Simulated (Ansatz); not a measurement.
Input for Ansatz (development build ahead of 0.2.0):

```yaml
crystal:
  periodic: [false, false, false]
  atoms:
    - { symbol: H, position_ang: [-1.02848, -1.45738, -0.38889] }
    - { symbol: H, position_ang: [-1.74901, -1.41374, -0.17316] }
    - { symbol: H, position_ang: [1.19899, -1.5923, -1.0558] }
    - { symbol: H, position_ang: [0.47845, -1.54866, -0.84007] }
    - { symbol: H, position_ang: [-0.35868, -0.62079, 1.67897] }
    - { symbol: H, position_ang: [-1.07922, -0.57715, 1.8947] }
    - { symbol: H, position_ang: [1.86878, -0.7557, 1.01206] }
    - { symbol: H, position_ang: [1.14825, -0.71206, 1.22779] }
    - { symbol: H, position_ang: [-1.14825, 0.71206, -1.22779] }
    - { symbol: H, position_ang: [-1.86878, 0.7557, -1.01206] }
    - { symbol: H, position_ang: [1.07922, 0.57715, -1.8947] }
    - { symbol: H, position_ang: [0.35868, 0.62079, -1.67897] }
    - { symbol: H, position_ang: [-0.47845, 1.54866, 0.84007] }
    - { symbol: H, position_ang: [-1.19899, 1.5923, 1.0558] }
    - { symbol: H, position_ang: [1.74901, 1.41374, 0.17316] }
    - { symbol: H, position_ang: [1.02848, 1.45738, 0.38889] }
basis:
  gaussian: { orbitals: STO-3G }
hamiltonian:
  xc: hf
```

The input is written out in the form of the current development build from the run's settings.

Results

- Converged: yes
- Total energy: -8.86167 hartree
- Spin squared of the determinant: 0.000
